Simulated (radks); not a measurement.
The numbers below are computed, except where a source is named.
Task: Neutral dysprosium, configuration [Xe] 4f10 6s2. Code: a radial shooting solver on a logarithmic mesh with Libxc functionals. Model: scalar-relativistic Kohn-Sham, r2SCAN, spin-polarised, spherical densities, finite nucleus; open shells are filled with parallel spins first (spin-orbit coupling, left out, can overturn this in heavy ions); meta-GGA in the generalised Kohn-Sham scheme; Fermi nuclear charge, rms radius 5.2218 fm. Some entries of the table are withheld. Estimate them.

orbital,occ.,eigenvalue (Ry),<r> (bohr),<1/r> (bohr^-1)
1s up,1,-3949.049,0.02112,74.55
1s down,1,-3949.049,0.02112,74.55
2s down,1,-659.2510,0.08975,17.34
2s up,1,-659.2509,0.08975,17.34
2p up,3,-584.7120,0.07946,16.09
2p down,3,-584.7113,0.07946,16.09
3s up,1,-147.4183,0.2342,6.390
3s down,1,-147.2689,0.2341,6.395
3p up,3,-124.4173,0.2332,5.983
3p down,3,-124.2678,0.2331,5.987
3d up,5,-94.81245,0.2122,5.665
3d down,5,-94.69712,0.2120,5.670
4s up,1,-29.61432,0.5302,2.683
4s down,1,-29.27893,0.5302,2.682
4p up,3,-22.00660,0.5617,2.462
4p down,3,-21.67161,0.5617,2.461
4d up,5,-11.60295,0.6099,2.171
4d down,5,-11.26733,0.6106,2.168
5s up,1,-3.77971,(1),1.021
5s down,1,-3.62542,(2),1.002
5p up,3,-1.98450,1.529,0.8534
5p down,3,-1.88179,1.558,0.8345
4f up,7,-0.34852,0.8546,1.573
6s up,1,-0.28754,4.119,0.3016
6s down,1,-0.27601,4.240,0.2927
4f down,3,-0.05742,0.9307,1.516

Result: 
(1) 5s up <r> (bohr): 1.297
(2) 5s down <r> (bohr): 1.316
